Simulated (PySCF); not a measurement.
C2H6NO, SMILES NC(=[OH+])C, charge +1.

Geometry: B3LYP-D3(BJ)/def2-SVP. The isomer is the one that the SMILES or the coordinates give; other isomers of the formula were not compared. The values are those of a single conformer.

Method: SMD-PBE0/def2-SVP in PySCF.

Solvation free energies are E(SMD) − E(gas) at the gas-phase geometry, for 1 M in both phases.

Task: Rank water, N,N-dimethylformamide, 1-octanol by solvation free energy, most negative first.

Result: water (-67.8 kcal/mol), N,N-dimethylformamide (-65.3 kcal/mol), 1-octanol (-62.8 kcal/mol)
